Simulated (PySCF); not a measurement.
## Deuteron quadrupole couplings in `C[Si@@H](P)C#CC(C)(C)C`

Species: C7H15PSi.
Cartesian coordinates in Å at the GFN2-xTB level; atoms count from 1:
```xyz
24
C7H15PSi angstrom
C      2.7230   -2.3611    1.2703
Si     1.6227   -1.0030    2.0215
P      2.9562    0.6949    2.6830
C      0.3810   -0.4362    0.7729
C     -0.3962    0.0149   -0.0324
C     -1.3483    0.5500   -0.9963
C     -1.0862    2.0525   -1.1597
C     -1.1622   -0.1690   -2.3377
C     -2.7683    0.3167   -0.4663
H      3.2559   -2.0033    0.3936
H      2.1277   -3.2178    0.9716
H      3.4625   -2.7008    1.9902
H      0.9002   -1.4852    3.2103
H      3.1794    1.1811    1.4076
H      1.9119    1.5760    2.8935
H     -1.7879    2.4795   -1.8732
H     -1.2031    2.5644   -0.2068
H     -0.0744    2.2263   -1.5199
H     -1.3292   -1.2378   -2.2225
H     -0.1532   -0.0185   -2.7153
H     -1.8692    0.2184   -3.0685
H     -2.9524   -0.7465   -0.3287
H     -3.4982    0.7099   -1.1711
H     -2.9035    0.8144    0.4914
```

Level: PBE0/pcSseg-1 (PySCF, non-relativistic); Q(2H) = 0.00286 b; rigid geometry, the same for H and D, with no vibrational averaging.

Question: Rank these positions by the coupling χzz of a deuteron there, largest first.
A. H22 (methyl hydrogen)
B. H15 (P–H hydrogen)
C. H13 (Si–H hydrogen)
D. H10 (methyl hydrogen)

Answer: D (217 kHz), A (210 kHz), B (145 kHz), C (105 kHz).

Give the electric field gradient Vzz (the principal value of largest size), its asymmetry and the 2H coupling at each hydrogen.

```csv
atom,bonded to,bond length (Å),Vzz (au),η,χzz (kHz)
H10,C1,1.087,0.3236,0.01,217
H11,C1,1.085,0.3264,0.01,219
H12,C1,1.086,0.3230,0.01,217
H13,Si2,1.472,0.1557,0.00,105
H14,P3,1.383,0.2157,0.08,145
H15,P3,1.382,0.2163,0.08,145
H16,C7,1.088,0.3142,0.03,211
H17,C7,1.088,0.3127,0.02,210
H18,C7,1.088,0.3130,0.02,210
H19,C8,1.088,0.3130,0.02,210
H20,C8,1.088,0.3132,0.02,211
H21,C8,1.088,0.3139,0.03,211
H22,C9,1.088,0.3131,0.03,210
H23,C9,1.088,0.3140,0.03,211
H24,C9,1.088,0.3130,0.03,210
```

Average by the element that carries the hydrogen.

on C: 212 kHz over 12 positions, mean bond length 1.087 Å; on Si: 105 kHz over 1 position, mean bond length 1.472 Å; on P: 145 kHz over 2 positions, mean bond length 1.383 Å.

Geometry: GFN2-xTB, one conformer, isolated molecule. GFN2-xTB bond lengths can be off by several hundredths of an ångström, more for odd bonds, and the gradients follow them. With so small a basis the couplings can be 20 % off.
